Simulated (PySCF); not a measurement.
**Sb²⁺ (antimony, charge +2): UHF calculation**

Configuration: [Kr] 4d10 5s2 5p1, 2P determinant. Calculation: PySCF 2.14, in aug-cc-pVTZ-DK3 (8s7p5d2f, 68 functions); scalar relativity by spin-free X2C-1e.

```json
{
 "Total energy": "-6476.806684 hartree",
 "One-electron energy": "-8865.1712 hartree",
 "Hartree (Coulomb) energy": "2557.3563 hartree",
 "Exchange energy": "-168.9918 hartree",
 "⟨S²⟩": "0.7587",
 "⟨L²⟩": "2.026",
 "Sum of ⟨r⟩": "30.32 bohr",
 "Sum of ⟨r²⟩": "38.31 bohr²",
 "Traceless quadrupole moment −½Σ⟨3z² − r²⟩ along its main axis": "-2.97 e·bohr²",
 "Langevin diamagnetic susceptibility": "-30.3 ×10⁻⁶ cm³/mol"
}
```

| shell | electrons | mean orbital energy (hartree) | spread (hartree) | rms radius, mean of both spins (bohr) |
| --- | --- | --- | --- | --- |
| 1s α | 1 | -1126.61847 | 0 | 0.0325 |
| 1s β | 1 | -1126.61654 | 0 | 0.0325 |
| 2s α | 1 | -175.52125 | 0 | 0.133 |
| 2s β | 1 | -175.52079 | 0 | 0.133 |
| 2p α | 3 | -157.49502 | 0.00099 | 0.118 |
| 2p β | 3 | -157.49345 | 0.00323 | 0.118 |
| 3s α | 1 | -36.46205 | 0 | 0.351 |
| 3s β | 1 | -36.45996 | 0 | 0.351 |
| 3p α | 3 | -30.42361 | 0.00124 | 0.352 |
| 3p β | 3 | -30.42047 | 0.00971 | 0.352 |
| 3d α | 5 | -21.18432 | 0.00586 | 0.331 |
| 3d β | 5 | -21.18335 | 0.00838 | 0.331 |
| 4s α | 1 | -7.16349 | 0 | 0.843 |
| 4s β | 1 | -7.15784 | 0 | 0.843 |
| 4p α | 3 | -5.21975 | 0.00348 | 0.912 |
| 4p β | 3 | -5.21309 | 0.02375 | 0.912 |
| 4d α | 5 | -2.29989 | 0.01651 | 1.10 |
| 4d β | 5 | -2.29454 | 0.02674 | 1.10 |
| 5s α | 1 | -1.25184 | 0 | 2.27 |
| 5s β | 1 | -1.16549 | 0 | 2.27 |
| 5p α | 1 | -0.89780 | 0 | 2.68 |

Densities and radii are taken from the X2C orbitals without a picture-change correction, which distorts them close to the nucleus.

Spin-orbit constants ζ (cm⁻¹) from the X2C one-electron operator on these orbitals: bare nucleus, nucleus screened by l(l+1)(2l+1)/3 electrons, and screened by the Breit-Pauli mean field of the electrons.

| shell | bare | screened nucleus | mean field |
| --- | --- | --- | --- |
| 2p | 1347000 | 1295000 | n/a |
| 3p | 251800 | 241900 | n/a |
| 3d | 37980 | 30530 | n/a |
| 4p | 44010 | 42280 | n/a |
| 4d | 4802 | 3861 | n/a |
| 5p | 4100 | 3940 | n/a |

To first order the Landé constant is A = 3940 cm⁻¹, so the lowest level has J = 1/2 and lies 0.488 eV below the centre of the term. First order in ζ underestimates the shift of the j = l − 1/2 level at high Z.
